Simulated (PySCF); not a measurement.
SMILES O([SiH2]N)[SiH2]N (H₈N₂OSi₂) (PBE0/def2-SVP optimised geometry):

```
13

Si    -1.063    -1.567     3.035
N     -1.971    -2.904     3.617
O     -0.987    -1.458     1.380
Si    -0.469    -0.693     0.000
N     -0.976    -1.442    -1.460
H      0.327    -1.719     3.556
H     -1.716    -0.330     3.553
H     -2.982    -2.907     3.537
H     -1.600    -3.844     3.540
H     -1.023     0.693     0.000
H      1.023    -0.693     0.000
H     -1.945    -1.384    -1.754
H     -0.562    -2.319    -1.754
```

Computed with PySCF with PBE0/def2-TZVP.

Problem. What are the frontier orbital energies and the dipole moment?

Solution. HOMO-2 -8.22 eV, HOMO-1 -7.84 eV, HOMO -7.64 eV, LUMO 0.61 eV, LUMO+1 0.91 eV; dipole moment 2.43 D.

Meta-Löwdin charges at PBE0/def2-TZVP: Si1 0.95, N2 -0.74, O3 -0.86, Si4 0.95, N5 -0.74, H6 -0.13, H7 -0.13, H8 0.24, H9 0.24, H10 -0.13, H11 -0.13, H12 0.24, H13 0.24.
